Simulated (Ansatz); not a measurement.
Reactions of `CC(C)[NH][Al]([F])[F]`.

Program: Ansatz. Geometries: PBE0-D4/def2-TZVP. ΔE: electronic, gas phase. CCSD(T)/CBS is the MP2 limit (def2-TZVPP, def2-QZVPP) plus CCSD(T) − MP2 in def2-TZVPP, frozen cores. def2 core potentials past Kr. For I, Mg, Se outer-core shells are correlated without core-valence functions, which leaves a few kJ/mol of doubt a bond. Scalar relativity is left out up to krypton. Each species was taken in one conformer, which may not be the lowest.

Problem. Order these by ΔE at CCSD(T)/CBS, lowest first. (An estimate is asked.)
A. `CC(C)[NH][Al]([F])[F]` + `[OH][MgH]` → `CC(C)[O][MgH]` + `[NH2][Al]([F])[F]`
B. `CC(C)[NH][Al]([F])[F]` + HI → `[F][Al]([F])[I]` + `CC(C)N`
C. `CC(C)[NH][Al]([F])[F]` + `C[SeH]` → `C[Se][Al]([F])[F]` + `CC(C)N`

Solution. B (-0.58 eV), C (-0.26 eV), A (+0.02 eV).

Largest T1 diagnostic: 0.012, for `[NH2][Al]([F])[F]`.
